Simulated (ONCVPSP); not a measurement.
## An all-electron radial function and its pseudo partner (aluminium)

Columns: radius, all-electron u(r) and pseudo u(r) of the 3p shell (level -2.71 eV) of aluminium in the configuration [Ne] 3s2 3p1; PBE, scalar-relativistic, ONCV scheme, ONCVPSP 4.0.1.

```csv
r (bohr),all-electron,pseudo
0.105,-0.0782,0.0025
0.210,-0.1695,0.0100
0.315,-0.2112,0.0224
0.420,-0.2068,0.0396
0.525,-0.1708,0.0611
0.630,-0.1163,0.0866
0.735,-0.0526,0.1155
0.840,0.0144,0.1473
0.945,0.0808,0.1812
1.050,0.1444,0.2168
1.155,0.2039,0.2533
1.260,0.2584,0.2903
1.365,0.3079,0.3271
1.470,0.3523,0.3630
1.575,0.3919,0.3973
1.680,0.4268,0.4291
1.785,0.4571,0.4579
1.890,0.4829,0.4831
1.995,0.5044,0.5044
2.100,0.5218,0.5218
2.205,0.5354,0.5354
2.310,0.5455,0.5455
2.415,0.5525,0.5525
2.520,0.5566,0.5566
2.625,0.5581,0.5581
2.730,0.5573,0.5573
```

Task: How many radial nodes do the two functions have?

Result: The all-electron 3p function has n − l − 1 = 1; the pseudo-wave has 0, since the states of the same l below it are removed with the core.

Task: At about which radius was the pseudo-wave matched?

Result: 2.10 bohr. The columns agree to 0.0005 from 1.89 bohr on; several derivatives are matched, so the curves merge somewhat inside the radius.

Task: Is the pseudo-wave norm-conserving?

Result: Yes: the ONCV scheme keeps the norm inside the radius equal to the all-electron one, which fixes the energy derivative of the logarithmic derivative at the level.
